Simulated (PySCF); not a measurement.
**SMILES C#C[SiH2][C@@H]1[Se]C[C@H]1F, C₅H₇FSeSi**

Geometry (Å), atoms numbered from 1 in this order:
```xyz
15

C     2.8463   -1.7300   -0.6954
C     2.3375   -0.7909   -0.1424
Si    1.5201    0.6403    0.6915
C    -0.1777    0.7999   -0.1686
Se   -1.5370    2.0073    0.6744
C    -2.4624    0.3762    0.0464
C    -1.1446   -0.3755   -0.0726
F    -1.0935   -1.2111   -1.1649
H     3.2929   -2.5515   -1.1781
H     2.2707    1.8794    0.4805
H     1.2923    0.3338    2.1069
H    -0.0913    1.1123   -1.2123
H    -2.9150    0.5576   -0.9283
H    -3.1940   -0.0319    0.7403
H    -0.9487   -1.0080    0.8008
```

Method used: PySCF 2.14.0, TDDFT PBE0/aug-cc-pVDZ circular dichroism and optical rotation, one conformer, gas phase. Geometry: GFN2-xTB.

The molecule is flexible and this is one conformer; a measurement averages over conformers. The calculation is non-relativistic, which matters for the atoms heavier than Zn.

Stereocentres: C4 R, C7 R.

(1) Give the optical rotatory dispersion at 633, 589.3, 546, 436, 405, 365, 355 nm.

Results:

(1) [α] in deg dm⁻¹ (g/mL)⁻¹:
| λ (nm) | origin-invariant length gauge | modified velocity gauge | length gauge (centre of mass) | isotropic polarisability (au) |
| --- | --- | --- | --- | --- |
| 633 | +111.9 | +102.5 | +112.0 | 115.5 |
| 589.3 | +137.3 | +126.3 | +137.5 | 116.1 |
| 546 | +173.8 | +160.5 | +174.1 | 116.9 |
| 436 | +415.0 | +390.8 | +416.0 | 120.2 |
| 405 | +618.3 | +588.0 | +619.9 | 121.8 |
| 365 | +1385.7 | +1340.8 | +1388.9 | 124.8 |
| 355 | +1898.9 | +1847.5 | +1903.0 | 125.8 |

The shortest wavelength is close to the first absorption, where this undamped response comes out too large.

And for the mirror image at 589.3 nm?

-137.3 deg dm⁻¹ (g/mL)⁻¹ (origin-invariant length gauge): the same size and the opposite sign.

What is the molar rotation [Φ] = [α]·M/100 of the geometry above at 589.3 nm?

With M = 193.16 g/mol, +265.3 deg cm² dmol⁻¹ (origin-invariant length gauge).

The first excitation lies at 3.85 eV (322 nm) with R = +10.6 × 10⁻⁴⁰ esu² cm² (velocity form).
